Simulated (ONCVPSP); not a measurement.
**Before and after: ONCV potential for Ta (Z = 73)**

- Element: tantalum
- Generator: ONCVPSP 4.0.1
- Type: optimised norm-conserving Vanderbilt (ONCV)
- Functional: PBE
- Relativity: scalar-relativistic
- Frozen core: [Xe]
- Valence charge: 19
- Reference configuration: 4f14 5d3 6s1 6p1
- Partial waves: 6s: rc 2.50 bohr, ncon 3, nbas 6, qcut 2.1 1/bohr, 2 projectors, debl 3.5 Ha; 6p: rc 3.80 bohr, ncon 3, nbas 6, qcut 2.2 1/bohr, 2 projectors, debl 1.7 Ha; 5d: rc 2.10 bohr, ncon 4, nbas 9, qcut 6.2 1/bohr, 1 projector; 4f: rc 0.75 bohr, ncon 3, nbas 7, qcut 22 1/bohr, 1 projector
- Local potential: polynomial inside 0.50 bohr (lpopt 5, dvloc0 3 Ha)
- Core correction: Teter function, fcfact 4.5, rcfact 1.65

Change: core correction Teter function, fcfact 4.5, rcfact 1.76.

Cutoffs: the cutoffs (Ha) at which the residual kinetic energy of the hardest occupied pseudo-wave falls to 1 and 0.1 mHa per electron; they do not see the model core or the augmentation charge, which bear on the density cutoff. Errors are all-electron minus pseudo energies relative to the spin-unpolarised reference configuration.

**Question.** Predict the effect on cutoff, ghosts and configuration errors.

**Answer.** The potential gets neither clearly harder nor softer (210 Ha and 228 Ha → 210 Ha and 228 Ha); both files keep a bound ghost (d, p, s); of the 3 tests that both files solve, the error grows in 3 and shrinks in 0 by more than 15 % and 0.3 meV (median size 52.0 → 80.0 meV). A model core, the more so a compact one, raises the density cutoff, which this test does not measure.

```tsv
quantity	base	changed
cutoff, loose	210 Ha	210 Ha
cutoff, tight	228 Ha	228 Ha
bound ghosts	s, p, d	s, p, d
GHOST(+) flags under 300 eV	s at 94.5 eV	s at 94.5 eV
tests with a reliable result	3 of 4	3 of 4
error for 4f14 5d3 6s2 6p0, meV [ΔE -4.18 eV]	-17	-23
error for 4f14 5d3 6s1 6p0, meV [ΔE 4.29 eV]	-52	-80
error for 4f14 5d3 6s0 6p0, meV [ΔE 19.26 eV]	-307	-422
s: phases at 2.55 bohr within 0.05 rad from the reference energy up to (Ha; the scan ends near 5)	3.4	3.4
p: phases at 3.87 bohr within 0.05 rad from the reference energy up to (Ha; the scan ends near 5)	1.0	1.0
d: phases at 2.13 bohr within 0.05 rad from the reference energy up to (Ha; the scan ends near 5)	2.3	2.3
f: phases at 0.76 bohr within 0.05 rad from the reference energy up to (Ha; the scan ends near 5)	to the end of the scan	to the end of the scan
rms error of d²Exc/dni dnj with the model core, mHa	6.41	6.82
```

 A true bound ghost makes a file unfit for plane-wave use even where its test errors are small: the radial tests pick states by their node count and pass the ghost by.
